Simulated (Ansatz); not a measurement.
Molecule: SnI2 (charge -1, doublet). 
Structure (B3LYP-D3(BJ)/def2-TZVP (Ansatz, a program for electronic structure) minimum search):
```
Sn
I 1 2.9234
I 1 2.9234 2 101.12
```
Charge -1, spin multiplicity 2.

Total electronic energies in hartree. Cores are frozen in the correlated levels unless marked. Open shells are spin-unrestricted. No spin-orbit coupling. Frozen are the shells of the preceding noble gas and the d and f shells that filled before the atom's block. In def2 rows, elements after Kr have scalar-relativistic effective core potentials. CBS marks a two-point X^-3 extrapolation of the correlation energy; Hartree-Fock from the larger set. [CCSD(T)-MP2]/basis is that difference in the basis named.

```tsv
level	program	energy (Eh)
HF/def2-SVP	Ansatz	-806.83356
PBE-D3(BJ)/def2-TZVPD	Ansatz + dftd3	-809.88682
BLYP-D4/def2-TZVPD	Ansatz + dftd4	…
PBE0/def2-SVP	Ansatz	…
r2SCAN0-D4/def2-TZVPD	Ansatz + dftd4	…
B2GP-PLYP-D3(BJ)/def2-TZVPD	Ansatz + dftd3	-808.86235
B2GP-PLYP-D4/def2-TZVPD	Ansatz + dftd4	-808.85227
SCS-MP2/def2-TZVPPD	Ansatz	-807.20667
RI-MP2/CBS(def2-TZVPPD,def2-QZVPPD)+[CCSD(T)-MP2]/def2-TZVPPD	Ansatz	-807.3501
```

Problem. Complete the blanks.

Solution. 
- BLYP-D4/def2-TZVPD, energy (Eh): -809.75905
- PBE0/def2-SVP, energy (Eh): -809.91322
- r2SCAN0-D4/def2-TZVPD, energy (Eh): -810.14667
